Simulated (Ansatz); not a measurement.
Several settings on one geometry of the cluster Cu₂Pt (that of the charge 0 singlet, r2SCAN-D4/def2-TZVP). Ansatz on 4 threads of Arm Neoverse V2 on a shared host; times are rough.

```xyz
3

Pt    0.201   -1.326    0.144
Cu    0.649    0.876    0.844
Cu   -0.850    0.450   -0.988
```

Totals from different functionals, basis sets or treatments of relativity can't be compared as stabilities.

In the def2 sets Pt takes a core potential; there is no spin–orbit coupling.

Scalar relativity in a set contracted without it gives distorted totals.

The spins typed aren't always the lowest for that charge.

Question: Give the basis size and estimate the energy, ⟨S²⟩, dipole and time of these runs.

| run | method | charge | state | further keys |
| --- | --- | --- | --- | --- |
| 1 | UKS CAM-B3LYP-D4/def2-TZVPD | 0 | triplet | scf: {omitted_lower_state_checks: [starts]}; forces asked |
| 2 | RKS PBE0-D3(BJ)-ATM/def2-mTZVPP | 0 | singlet | fitting: {mean_field: def2-universal-jkfit}; point_charges: [{charge: 2.00, position_ang: [4.158, 0.244, -0.065]}]; scf: {lower_state_search: off}; forces asked |
| 3 | RKS revPBE0-D3(BJ)/def2-SVPD | 0 | singlet | pseudopotentials: {relativity: scalar} |

Answer: 
| run | functions | energy (Eh) | ⟨S²⟩ | dipole (D) | wall time |
| --- | --- | --- | --- | --- | --- |
| 1 | 139 | -3400.5181 | 2.03 | 1.16 | 32 s |
| 2 | 102 | -3399.9522 | – | 7.54 | 1 s |
| 3 | 103 | -3422.6061 | – | – | 2.1 s |
